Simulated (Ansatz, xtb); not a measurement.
**C5H9BrO: 5 structures ranked**

5 gas-phase structures of C5H9BrO, from a drawn sample of its isomers (lower ones may exist). Each was relaxed with GFN2-xTB; where two conformers were screened, the lower at r2SCAN-D4/def2-SVP is listed:

A. `C[C@@H]1COC[C@@H]1Br`, a singlet
B. `C[C@@H]1C[C@H](Br)CO1`, a singlet
C. `C[C@@H]1OCC[C@@H]1Br`, a singlet
D. `C[C@@H]1OCC[C@H]1Br`, a singlet
E. `C[C@@H]1COC[C@H]1Br`, a singlet

Task: Make a reasoned guess at their ranking by r2SCAN-D4/def2-SVP single-point energy.

Result: Calculated order at r2SCAN-D4/def2-SVP: D (0.000), B (0.013), C (0.016), E (0.113), A (0.141) eV. Less than 1 kcal/mol parts D and B; B and C; E and A, so the order within those pairs means little.

Energies above the lowest of each column, in eV; the last columns are at PBE0-D3(BJ)/def2-SVP geometries and were run for some of them only (a dash: not run or not comparable):

| structure | GFN2-xTB | HF/STO-3G | r2SCAN-D4/def2-SVP | PBE0-D3(BJ)/def2-SVP | CCSD(T)/def2-SVP + ΔMP2/def2-TZVPP |
| --- | --- | --- | --- | --- | --- |
| D | 0.000 | 0.000 | 0.000 | 0.000 | 0.000 |
| B | 0.032 | 0.050 | 0.013 | 0.033 | 0.040 |
| C | 0.045 | 0.104 | 0.016 | 0.004 | 0.018 |
| E | 0.039 | 0.057 | 0.113 | 0.099 | 0.114 |
| A | 0.083 | 0.151 | 0.141 | – | – |

Every level run on D puts it lowest or level with the lowest. CCSD(T)/def2-SVP + ΔMP2/def2-TZVPP orders those it was run on as D (0.000), C (0.018), B (0.040), E (0.114) eV. Less than 1 kcal/mol parts D and C; C and B, so the order within those pairs means little. Some further structures that were screened fall inside this span and aren't listed. Flexible structures stand in one conformer each, not always the lowest. Frequencies (GFN2-xTB) were run for B, C, D, E alone. ΔMP2 is the change of the MP2 energy from the smaller to the larger basis.

Over these structures GFN2-xTB departs from r2SCAN-D4/def2-SVP by 0.039 eV on average once a common shift is removed. A GFN2-xTB relaxation took about 0.22 s and the r2SCAN-D4/def2-SVP energy about 8.4 s on a shared host (Ansatz 0.2.0, xtb 6.7.1).
